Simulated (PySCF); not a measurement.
C3H4BFO, SMILES C1=C[C@@H](F)B1O.

Geometry: PBE0-D3(BJ)/def2-SVP. The structure was generated by enumeration; whether it is a known compound was not checked. The values are those of a single conformer.

Two levels are set side by side: TDA-PBE/def2-SVPD (PySCF) and TDA-ωB97X/def2-SVPD (PySCF). Vertical, same geometry. The lowest singlet is HOMO→LUMO 93 % with PBE and HOMO→LUMO 64 %, HOMO−1→LUMO 29 % with the other functional; states are paired by order. Differences are taken from unrounded values.

```json
[
 {"quantity": "lowest singlet excitation (eV)", "TDA-ωB97X": "6.14", "TDA-PBE": "4.90", "TDA-PBE minus TDA-ωB97X": "-1.24"},
 {"quantity": "lowest triplet excitation (TDA) (eV)", "TDA-ωB97X": "4.44", "TDA-PBE": "4.30", "TDA-PBE minus TDA-ωB97X": "-0.14"},
 {"quantity": "first bright state (f over 0.05) (eV)", "TDA-ωB97X": "7.29", "TDA-PBE": "6.57", "TDA-PBE minus TDA-ωB97X": "-0.72"},
 {"quantity": "its oscillator strength", "TDA-ωB97X": "0.13", "TDA-PBE": "0.05", "TDA-PBE minus TDA-ωB97X": "-0.07"}
]
```

A lower first singlet is the usual sign of a functional without exact exchange. Differences between two approximate levels are no errors against the true value.

Rough cost on one machine, each run with all the roots and properties that it gave: TDA-ωB97X against TDA-PBE about 4 times.
